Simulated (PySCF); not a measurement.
Vertical excitation energies

C6H13N2 (charge +1).
Geometry (PBE0-D3(BJ)/def2-SVP, Å), atoms numbered from 1 in this order:
```xyz
21
C6H13N2 angstrom
C      3.2143   -0.2964    0.0526
N      2.0116    0.0412    0.2535
C      0.9759   -0.6183   -0.4862
C     -0.1721   -1.0622    0.4368
N     -0.9590    0.1896    0.0942
C     -0.7969    1.2471    1.1270
C     -2.3822   -0.0107   -0.2437
C     -0.0182    0.3950   -1.0789
H      4.0118    0.2044    0.6164
H      3.5135   -1.0793   -0.6692
H      1.3337   -1.3897   -1.1916
H     -0.7154   -1.9453    0.0780
H      0.0476   -1.1460    1.5083
H     -1.3428    0.9432    2.0294
H     -1.2105    2.1857    0.7361
H      0.2739    1.3559    1.3411
H     -2.4717   -0.7947   -1.0058
H     -2.9269   -0.3087    0.6618
H     -2.7947    0.9310   -0.6290
H     -0.5043    0.0536   -2.0015
H      0.3200    1.4341   -1.1757
```

The calculation used TDDFT CAM-B3LYP/def2-SVPD, vertical, gas phase, core orbitals frozen in the response in PySCF.

```csv
state,E (eV),ν̃ (cm⁻¹),f,symmetry,"main configurations (H = HOMO, L = LUMO)"
S1,5.17,41740,0.0011,–,H→L (98%)
S2,7.67,61830,0.012,A′,"H→L+2 (48%), H→L+1 (37%), H→L+3 (10%)"
S3,7.98,64350,0.168,A′,"H→L+1 (39%), H→L+2 (26%), H-1→L (25%)"
S4,8.18,65980,0.322,A′,"H-1→L (56%), H→L+2 (20%), H→L+3 (10%)"
S5,8.27,66660,0.031,A′,"H→L+3 (60%), H-1→L (12%), H→L+7 (10%)"
S6,8.42,67930,0.0033,A″,"H→L+4 (76%), H→L+6 (12%)"
S7,8.72,70350,0.0031,A″,"H-1→L+1 (43%), H-1→L+2 (34%), H-1→L+3 (9%)"
S8,8.76,70690,0.0006,–,"H-2→L (80%), H-8→L (11%)"
S9,9.03,72820,0.067,A′,"H→L+8 (48%), H→L+9 (22%), H→L+7 (10%)"
S10,9.03,72860,0.018,A″,"H-1→L+2 (57%), H-1→L+1 (32%)"
```

Triplets (Tamm–Dancoff): T1 4.39 eV, H→L (97%); T2 4.99 eV, H-1→L (89%); T3 7.57 eV, H→L+2 (49%), H→L+1 (36%); T4 7.76 eV, H→L+1 (45%), H→L+2 (38%).

The lowest singlet comes at 240 nm (499 kJ/mol) in the ultraviolet; it is very weak; its leading configuration is HOMO→LUMO (98%). The strongest level in the table is S4 at 8.18 eV (152 nm, f = 0.322). S9/S10 lie within about 0.01 eV of each other. Löwdin shares by element: HOMO nitrogen 57% or more, carbon 24% or more, hydrogen 6% or more; LUMO carbon 41% or more, nitrogen 34% or more, hydrogen 15% or more. The oscillator strengths of these states sum to 0.626; summed over the whole spectrum of an exact calculation they would give the number of electrons, 62 (Thomas–Reiche–Kuhn). Weighted by f, the mean energy of these states is 8.24 eV. Orbital energies (eV): HOMO-3 -16.35, HOMO-2 -15.99, HOMO-1 -14.24, HOMO -12.98, LUMO -3.16, LUMO+1 -2.72, LUMO+2 -2.24. All these states lie below the vertical ionisation energy of 13.79 eV (ΔSCF). Symmetry labels in Cs follow from the direction of the transition dipole and are given only for states with f of 0.002 or more. The window holds the lowest 10 singlets.

On one thread of an Arm Neoverse N1, shared host with 64 logical CPUs at a one-minute load of 59, this took 6.9 min and 1.3 GiB of memory at its peak.

One conformer stands for the species.
